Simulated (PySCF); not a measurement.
## Ionisation energy of Br by level of theory

Br [Ar] 3d10 4s2 4p5 (2P) → Br⁺ [Ar] 3d10 4s2 4p4 (3P), as a difference of total energies. Computed with PySCF 2.14 in aug-cc-pwCVDZ-PP with ECP10MDF, with a scalar-relativistic core potential. Correlated levels: valence: 3s2 3p6 3d10 frozen. The calculations carry no spin-orbit coupling.

| method | ionisation energy (eV) |
| --- | --- |
| UHF | 10.741 |
| MP2 (valence) | 11.413 |
| SCS-MP2 (valence) | 11.392 |
| CCSD (valence) | 11.379 |
| CCSD(T) (valence) | 11.402 |

Task: How much does correlation contribute at CCSD(T) (valence)?

Result: 11.402 − (10.741) = 0.661 eV, measured against UHF.

Errors of the correlated levels include the incompleteness of this basis and the frozen core.

For comparison: 11.844 eV (measured; NIST levels, between the centres of gravity of the two terms).
